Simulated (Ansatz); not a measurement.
Two structures of Si₂H₅ClOF₄, singlet, reached by relaxing down either side of one saddle point (PBE0-D4/def2-TZVP). Energies are electronic, without zero-point energy. Program: Ansatz 0.2.0. Basis: def2-TZVPP and def2-QZVPP. Cores are frozen in the correlated methods. Extrapolation: Hartree–Fock as exp(−7.88 √X), correlation as X^−2.97. First:

```
13
angstrom
Si -1.1812 1.4167 0.5715
O -0.0933 0.4152 -0.0854
Si -0.1666 -0.6711 -1.3836
F -1.2412 2.7555 -0.2463
F -0.6914 1.7570 2.0214
Cl -3.0099 0.5902 0.6170
H 1.9181 -1.5786 1.0433
F 1.4651 -2.3425 0.7493
H 1.3798 0.3478 0.7391
F 2.1827 0.0994 1.1716
H -0.9267 0.0123 -2.4582
H 1.2307 -0.9077 -1.7899
H -0.8661 -1.8945 -0.9500
```

Second:

Si1  (-0.748, 0.628, 1.048)
O2  (0.279, -0.141, -0.229)
Si3  (-0.102, -0.081, -1.918)
F4  (-1.624, 1.097, -0.270)
F5  (-0.417, 2.113, 1.495)
Cl6  (-2.288, -0.409, 1.903)
H7  (1.665, -0.912, 1.750)
F8  (0.386, -0.009, 2.112)
H9  (1.075, -0.651, 0.066)
F10  (2.172, -1.313, 1.054)
H11  (-0.034, 1.312, -2.385)
H12  (1.022, -0.874, -2.468)
H13  (-1.385, -0.760, -2.155)
(Å)

Which bonds change from the first to the second?

Si₂H₃ClOF₂ ([F][Si]([F])([Cl])[O][SiH3]) + HF + HF → SiClF₃ ([F][Si]([F])([F])[Cl]) + SiH₄O ([OH][SiH3]) + HF (still joined by a long Si–O bond); bonds formed: Si1–F8, O2–H9, H7–F10; bonds broken: H7–F8, H9–F10; bonds weakened to dative contacts: Si1–O2.

Give the saddle point's structure and its height above each. (Judge from chemistry; the value comes from the calculation.)

By the calculation: 0.708 eV above the first and 0.475 eV above the second (CCSD(T) at an estimated basis limit (MP2 extrapolated from triple and quadruple zeta, plus CCSD(T) − MP2 in triple zeta)).
```
13
angstrom
Si -0.7511 0.6206 0.9489
O 0.2496 -0.1247 -0.2239
Si -0.0687 -0.1055 -1.9040
F -1.7172 1.2027 -0.2190
F -0.2948 2.0151 1.5311
Cl -2.1447 -0.5033 1.9066
H 1.3302 -0.6830 1.7232
F 0.5270 -0.0940 2.1866
H 1.2118 -0.7387 0.1803
F 1.9741 -1.1954 0.8697
H -0.0013 1.2802 -2.4017
H 1.0504 -0.9162 -2.4359
H -1.3651 -0.7579 -2.1619
```

No T1 diagnostic of these runs exceeds 0.012.

Steps of this kind, hydrogen fluoride cutting a network bond, underlie vapour etching and the fluorination step of atomic layer etching. Here a small cluster stands in for the surface site.

Labels in which every atom is bracketed show which atoms are joined, not bond orders.

For scale, one of the runs: CCSD(T)/def2-TZVPP, 351 basis functions, launched by `ansatz run in.yaml --threads 4 --pin off --events-out ev --progress --plain --max-ram 66560MiB --backend cuda --devices 0, --max-vram 37GiB`. Hardware: 4 CPU threads of an AMD EPYC 7R13 and a share of one NVIDIA H100, shared host. Wall time 26 s; peak host memory 0.85 GiB.
